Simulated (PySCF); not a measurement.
The dipole of `O[C@@H]1[C@H]2C=CC[C@@H]12` from its density and from atomic charges.

Coordinates (PBE0-D3(BJ)/def2-SVP, Å) and charges (e) from the PBE0/pcSseg-1 density (PySCF):

```tsv
atom	x	y	z	Mulliken	IAO	Hirshfeld	ESP-fitted
O1	2.511	0.333	-0.272	-0.4082	-0.5173	-0.2184	-0.5755
C2	1.194	0.130	-0.636	+0.1874	+0.0885	+0.0260	+0.0495
C3	0.080	0.977	-0.064	-0.2228	-0.1806	-0.0651	-0.0208
C4	-1.156	1.033	-0.884	-0.0339	-0.1583	-0.0502	-0.3111
C5	-1.715	-0.178	-1.020	-0.2066	-0.1670	-0.0518	-0.1683
C6	-0.980	-1.239	-0.240	-0.0804	-0.2619	-0.0667	-0.0299
C7	0.226	-0.496	0.314	-0.2818	-0.1658	-0.0543	-0.1751
H8	2.558	0.421	0.686	+0.2233	+0.3479	+0.1669	+0.4120
H9	1.122	-0.124	-1.700	+0.1220	+0.1487	+0.0457	+0.1684
H10	0.346	1.790	0.619	+0.1160	+0.1432	+0.0439	+0.1015
H11	-1.527	1.951	-1.345	+0.0966	+0.1515	+0.0502	+0.1820
H12	-2.600	-0.394	-1.624	+0.0967	+0.1475	+0.0471	+0.1336
H13	-1.613	-1.657	0.564	+0.1360	+0.1416	+0.0416	+0.0755
H14	-0.685	-2.093	-0.874	+0.1389	+0.1439	+0.0414	+0.0539
H15	0.616	-0.776	1.298	+0.1167	+0.1380	+0.0438	+0.1045
```

Q: What dipole does each set of charges give (1 e·Å = 4.803 D), and what does the density give?

A: The full density gives (-0.90, -0.24, 1.23) D, 1.54 D in size; dipole vectors point from the negative to the positive end.

```csv
scheme,μx,μy,μz,size (D),share of the full size (%),angle to the full dipole (°)
Mulliken,-1.46,-1.24,0.07,1.91,124,55
IAO,-1.29,-0.41,0.87,1.61,104,20
Hirshfeld,-0.46,-0.16,0.51,0.71,46,7
ESP-fitted,-0.92,-0.26,1.22,1.55,100,1
```

Q: Which set comes closest?

A: Length of the difference vector: ESP-fitted 0.03 D, IAO 0.55 D, Hirshfeld 0.84 D, Mulliken 1.62 D. Closest: ESP-fitted. The schemes that divide the density aren't constrained to reproduce the dipole.

Q: What is left for the Hirshfeld atoms' own dipoles?

A: The Hirshfeld atoms' densities add up to the full density, so μ = Σ q r + Σ (atomic dipoles). The atomic dipoles sum to (-0.90, -0.24, 1.23) − (-0.46, -0.16, 0.51) = (-0.44, -0.08, 0.72) D, 0.84 D in size.

Q: With the origin at the mean of the coordinates, (-0.108, -0.022, -0.345) Å, which are the largest single terms, by size, of the IAO dipole along the direction of the full one?

A: O1 +3.80, H8 -1.36, H9 -1.27, H13 +1.27, C6 -0.99 D; all 15 atoms together +1.51 D. The single terms depend on the origin, their sum doesn't.

Q: Give the size of the full dipole in other units.

A: 1.54 D = 0.608 au = 0.322 e·Å = 5.15 × 10⁻³⁰ C·m.

The structure is a single PBE0-D3(BJ)/def2-SVP conformer in the gas phase; no vibrational or solvent corrections.
